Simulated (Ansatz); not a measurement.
Ansatz (a program for electronic structure) input (B3LYP/def2-SVP):

Ansatz 0.2 input:
```yaml
crystal:
  periodic: [false, false, false]
  atoms:
    - {symbol: Cl, position_ang: [-0.00000000, -0.00000000, -1.77529694]}
    - {symbol: I, position_ang: [0.00000000, 0.00000000, 0.56943487]}
basis:
  gaussian:
    orbitals: def2-SVP
hamiltonian:
  xc: {name: B3LYP}
output: {forces: true}
```

### Question
Predict the final energy.

### Answer
-757.85097 Eh.
